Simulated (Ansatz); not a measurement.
H$_{7}$NSeSi$_{2}$ (`N[SiH2][Se][SiH3]`). Total charge 0; spin multiplicity 1. Geometry: relaxed with PBE0-D4/def2-TZVP. It is one conformer, not always the lowest.

```xyz
11

N    -0.596    0.244    1.956
Si   -0.751   -0.936    0.728
Se   -1.198   -0.196   -1.401
Si    0.915    0.561   -1.749
H     0.261    0.770    2.028
H    -1.387    0.820    2.198
H     0.530   -1.683    0.689
H    -1.909   -1.804    1.042
H     0.883    1.459   -2.929
H     1.857   -0.559   -1.997
H     1.396    1.323   -0.564
```

Q: What is the dipole moment at r2SCAN/def2-TZVPP? (Best estimate.)

A: The calculation gave: 1.79 D, with components (0.59, 1.15, 1.25) D in this frame, pointing from negative to positive charge.

Q: And with PBE, B3LYP, ωB97M-V? (Best estimate.)

A: Ansatz gave: PBE 1.74 D, B3LYP 1.71 D, ωB97M-V 1.75 D.

Q: Give the Mulliken charges with r2SCAN, PBE, B3LYP in def2-TZVPP. (Best estimate.)

A: The calculation gave: 
```csv
atom,r2SCAN,PBE,B3LYP
N1,-0.42,-0.36,-0.38
Si2,0.40,0.29,0.37
Se3,-0.25,-0.20,-0.24
Si4,0.28,0.18,0.25
H5,0.16,0.15,0.14
H6,0.16,0.15,0.14
H7,-0.06,-0.04,-0.05
H8,-0.07,-0.05,-0.06
H9,-0.06,-0.04,-0.05
H10,-0.06,-0.04,-0.05
H11,-0.08,-0.06,-0.07
```

B3LYP here is the variant with VWN-RPA as its local correlation; programs differ in this.
